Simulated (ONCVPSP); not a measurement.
## N: from the effect back to the setting (ONCV)

Base potential:

- Element: nitrogen (N)
- Generator: ONCVPSP 4.0.1
- Type: optimised norm-conserving Vanderbilt (ONCV)
- Functional: PBE
- Relativity: scalar-relativistic
- Frozen core: [He]
- Valence charge: 5
- Reference configuration: 2s2 2p2 (charge +1)
- Partial waves: 2s: rc 0.85 bohr, ncon 4, nbas 7, qcut 8.7 1/bohr, 2 projectors, debl 3.6 Ha; 2p: rc 2.15 bohr, ncon 3, nbas 7, qcut 6.5 1/bohr, 2 projectors, debl 1.1 Ha; d scattering state at 0.16 Ha: rc 1.85 bohr, ncon 4, nbas 8, qcut 5.9 1/bohr, 2 projectors, debl 2.2 Ha
- Local potential: polynomial inside 0.65 bohr (lpopt 5, dvloc0 0 Ha)
- Core correction: Teter function fitted to the true core (icmod 2), fcfact 0.25

Cutoffs, loose and tight: the cutoffs (Ha) at which the residual kinetic energy of the hardest occupied pseudo-wave falls to 1 and 0.1 mHa per electron. They do not see the model core or the augmentation charge, which bear on the density cutoff. Test errors are all-electron minus pseudo excitation energies from the reference, over the configurations 2s2 2p3; 2s2 2p1; 2s2 2p0; 2s1 2p3; variants that change the core or the reference have their own tests.

Only the scale of all radii but the core radius (base = 1) is moved (1 further runs of the sweep failed or gave no value and are left out):

```csv
scale of all radii but the core radius (base = 1),"cutoff, loose","cutoff, tight",bound ghosts,largest test error (meV),median size of the test errors
0.83,180 Ha,249 Ha,"s, d",+1151,122.2 meV
0.89,30 Ha,173 Ha,none,+1361,147.5 meV
0.96,31 Ha,39 Ha,none,+1573,175.4 meV
1.02,31 Ha,40 Ha,none,+1785,203.8 meV
1.07,31 Ha,42 Ha,none,+1929,224.8 meV
1.18,30 Ha,39 Ha,none,+2280,274.3 meV
1.25,29 Ha,36 Ha,none,+2577,318.4 meV
1.32,28 Ha,34 Ha,none,+2884,365.2 meV
```

**Question.** One more run gave cutoff, loose: 30 Ha; cutoff, tight: 39 Ha; bound ghosts: none; largest test error (meV): +2169; median size of the test errors: 258.2 meV. Which value of the scale of all radii but the core radius (base = 1) was used?

**Answer.** 1.15. The median size of the test errors moves one way along this sweep, from 122.2 meV at 0.83 to 365.2 meV at 1.32, which places the run between 1.07 and 1.18.
